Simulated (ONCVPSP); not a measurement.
Building the ONCV potential for aluminium (PBE, scalar-relativistic).

aluminium, optimised norm-conserving Vanderbilt (ONCV), made with ONCVPSP 4.0.1 (PBE, scalar-relativistic). Core [Ne], reference 3s2 3p1. Waves: 3s: rc 2.35 bohr, ncon 4, nbas 7, qcut 2.2 1/bohr, 2 projectors, debl 2.2 Ha; 3p: rc 2.90 bohr, ncon 4, nbas 7, qcut 2.3 1/bohr, 2 projectors, debl 1.6 Ha. Local part: polynomial inside 2.00 bohr (lpopt 5, dvloc0 1 Ha). Core correction: none.

* Cutoffs needed: 15 Ha and 21 Ha (the cutoffs (Ha) at which the residual kinetic energy of the hardest occupied pseudo-wave falls to 1 and 0.1 mHa per electron)
* Ghost test: no bound ghost flagged; no localised positive-energy state flagged
* Largest excitation error: -3.4 meV (all-electron minus pseudo) for 3s2 3p0, out of 4 test configurations
